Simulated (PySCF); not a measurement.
Electronic absorption of C4H4F2O3

C₄H₄F₂O₃.
Bonds: O1–C2 (double), C2–O3, O3–C4, C4–C5, C5–C6, C6–F7, C6–F8, C6–O9, C2–O9. Hydrogens: H10, H11 on C4; H12, H13 on C5.

Method: TDDFT PBE0/def2-SVPD, vertical, gas phase, core orbitals frozen in the response in PySCF. Isolated species at its GFN2-xTB geometry (one conformer only).

```
state  E (eV)  ν̃ (cm⁻¹)       f  main configurations (H = HOMO, L = LUMO)
   S1    6.92      55850  0.0000                    H→L+1 (75%), H→L (22%)
   S2    8.35      67350  0.0046        H→L (66%), H→L+1 (19%), H→L+2 (8%)
   S3    8.47      68290   0.023                               H-1→L (83%)
   S4    8.70      70170   0.157                             H-1→L+1 (77%)
   S5    9.00      72560  0.0031                H-2→L+1 (67%), H-2→L (24%)
   S6    9.14      73690   0.068                               H→L+2 (71%)
   S7    9.22      74400   0.010                             H-1→L+2 (76%)
   S8    9.31      75090   0.061   H-3→L+1 (56%), H-3→L (19%), H-2→L (13%)
```

Triplets, Tamm–Dancoff:

| state | E (eV) | λ (nm) | main configurations (H = HOMO, L = LUMO) |
| --- | --- | --- | --- |
| T1 | 6.40 | 193.7 | H→L+1 (75%), H→L (21%) |
| T2 | 6.52 | 190.2 | H-1→L+1 (69%), H-1→L (19%) |
| T3 | 8.26 | 150.1 | H→L (56%), H→L+1 (16%), H→L+2 (12%) |

The lowest singlet comes at 179 nm (668 kJ/mol) in the vacuum ultraviolet; it is dark (f under 0.0005); its leading configuration is HOMO→LUMO+1 (75%). The strongest level in the table is S4 at 8.70 eV (143 nm, f = 0.157). Löwdin shares by element: HOMO oxygen 85%, carbon 10% or more; LUMO carbon 43% or more, oxygen 8% or more (atoms not listed hold the other 48%). The listed states span 2.39 eV, and the widest gap between neighbours is 1.43 eV (S1 to S2). Of the 8 states listed, 5 reach f = 0.01 and 1 stays under 0.0005. Orbital energies (eV): HOMO-3 -10.54, HOMO-2 -10.43, HOMO-1 -9.47, HOMO -9.20, LUMO 0.14, LUMO+1 0.23, LUMO+2 0.98. The window holds the lowest 8 singlets.

On an x86-64 server with one thread (shared host), this took 72 s of wall time.
